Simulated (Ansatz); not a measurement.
Reaction: C2H5Ge (SMILES C=[C][GeH3], doublet) → C2H5Ge (SMILES [GeH3]/[CH]=[C]/[H], doublet)
Each species at its own B3LYP-D3(BJ)/def2-TZVP minimum (Ansatz, a program for electronic structure).

Property: isomerisation energy (electronic), in kJ/mol. Radicals and triplets start from unrestricted determinants; spin-orbit coupling is neglected. Correlated methods leave the cores frozen (noble-gas shells, and filled d and f shells in the p block). No relativity. CBS(X,Y): correlation extrapolated as X^-3, Hartree-Fock from the larger set. A bracket is a step between two methods taken in the basis named. Double hybrids freeze cores in their MP2 part. The UHF reference of C2H5Ge (C=[C][GeH3], doublet) is spin-contaminated (<S^2> up to 0.19 over the pure value in the sets run). The UHF reference of C2H5Ge ([H]/[C]=[CH]/[GeH3], doublet) is spin-contaminated (<S^2> up to 0.17 over the pure value in the sets run).

CCSD(T)/CBS(cc-pVTZ,cc-pVQZ) + [CCSDT(Q) - CCSD(T)]/cc-pVDZ (Ansatz) gives 20.1 kJ/mol.

Task: How far off this value is PBE/def2-TZVPD (Ansatz), in which direction, and how far these levels: r2SCAN/def2-TZVPD, B3LYP/def2-TZVPD, PBE0/def2-TZVPD, B2PLYP/def2-TZVPD, CCSD(T)/CBS(cc-pVTZ,cc-pVQZ)?

Result: PBE gives 19.6 kJ/mol, 0.5 kJ/mol below it. Differences of the others: r2SCAN/def2-TZVPD (Ansatz) 0.3; B3LYP/def2-TZVPD (Ansatz) 0.9; PBE0/def2-TZVPD (Ansatz) -0.1; B2PLYP/def2-TZVPD (Ansatz) -0.1; CCSD(T)/CBS(cc-pVTZ,cc-pVQZ) (Ansatz) -0.2 kJ/mol.
